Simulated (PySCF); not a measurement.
All numbers come from B3LYP in PySCF with Ti def2-SVP, F def2-SVP; no relativity; density-fitted integrals. Open shells, if any, are unrestricted.

Question: What shape and geometry does isolated doublet TiF3 take (every ligand bound to Ti)?

Answer: Formally Ti is in oxidation state +3, d1, with 1 unpaired electron. The Mulliken spin on Ti is 1.04. The polar-tensor charge on Ti, 1.96, is below the formal one. The lowest minimum found is a doublet of D3h symmetry with Ti–F 1.761 Å (×3); F–Ti–F 120.0° (×3). Its harmonic wavenumbers are 60 (a2''), 176 (e'), 684 (a1'), 804 (e') cm⁻¹ and its dipole moment is 0.00 D.

This need not be the most stable arrangement of these atoms. With open d or f shells other occupations or spin states may lie lower.
